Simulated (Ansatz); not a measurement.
Breaking a bond: H2S2, SMILES SS, singlet. The S1–S3 bond (S1 also carries H; S3 carries H) is pulled apart rigidly from the PBE0/def2-TZVP optimised geometry.

Calculation: unrestricted PBE/cc-pVDZ run with Ansatz (an electronic-structure program).

The batch members p0 to p7 hold the bond at 1.65, 1.75, 1.83, 1.93, 2.01, 2.05, 2.13, 2.15 Å.

Ansatz input:

Ansatz 0.2 input:
```yaml
# input.yaml
basis:
  gaussian: { orbitals: cc-pvdz }
hamiltonian:
  xc: pbe
batch:
  members: [p0.yaml, p1.yaml, p2.yaml, p3.yaml, p4.yaml, p5.yaml, p6.yaml, p7.yaml]

# p4.yaml, one of the 8 members of this batch
crystal:
  periodic: [false, false, false]
  atoms:
    - { symbol: S, position_ang: [0.0, 0.0, 0.0] }
    - { symbol: H, position_ang: [0.0, 1.33157543, -0.20227429] }
    - { symbol: S, position_ang: [0.0, 0.0, 2.01] }
    - { symbol: H, position_ang: [-1.33150407, -0.01337723, 2.21229105] }
total_charge: 0
magnetization:
  spin_polarized: true
```

Lines of the output on each member:

```
Member 0: Total energy: -21690.52188664 eV, -797.1119769701 hartree
Member 1: Total energy: -21692.22645071 eV, -797.1746185444 hartree
Member 2: Total energy: -21693.05369119 eV, -797.2050190712 hartree
Member 3: Total energy: -21693.63804717 eV, -797.2264937576 hartree
Member 4: Total energy: -21693.85809407 eV, -797.2345803319 hartree
Member 5: Total energy: -21693.90875783 eV, -797.2364421906 hartree
Member 6: Total energy: -21693.92204554 eV, -797.2369305050 hartree
Member 7: Total energy: -21693.91060653 eV, -797.2365101293 hartree
```

The unrestricted determinant behind UKS-PBE is spin-contaminated at 3.08 to 7.24 Å (<S²> up to 1.0, against 0.00 for a pure singlet).
